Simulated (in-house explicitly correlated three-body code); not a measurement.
Computed with an exponentially correlated three-body code. Model: two electrons around a point charge, non-relativistic, variational in 260 exponentially correlated functions (energies converged to about 1e-7 hartree, or 1e-8 relative for large Z).

Command:
```bash
python run_hyl.py task.json out
```
Settings (lengths in bohr, energies in hartree):
```
Z                      1.25
screening              0.875
interaction_strength   1
functions              260
states_tried           1
```

Run time, properties included: 4.6 s on 1 thread of Intel(R) Xeon(R) 6975P-C (Granite Rapids) (shared host).

**Ground state only, binding against the one-electron ion.**

Given: nuclear charge 1.25; Yukawa screening of all interactions 0.875 1/bohr.

Computed: one-electron threshold -0.112239931 hartree.

| term | energy (hartree) | binding (eV) |
| --- | --- | --- |
| 1 1S | -0.127673579 | 0.41997 |

**Converged states only, values per electron or pair (inverse distances are <exp(-kr)/r>).**

```
term  mean r (bohr)  mean r squared (bohr²)  mean inverse r (1/bohr)  mean r12 (bohr)  mean inverse r12 (1/bohr)  mean cosine  mean p1 dot p2 (bohr⁻²)  delta r1 (bohr⁻³)  delta r12 (bohr⁻³)
1 1S         3.1414                  17.428                  0.27551           5.0597                   0.043388    -0.038432                 0.011362            0.20297           0.0032188
```
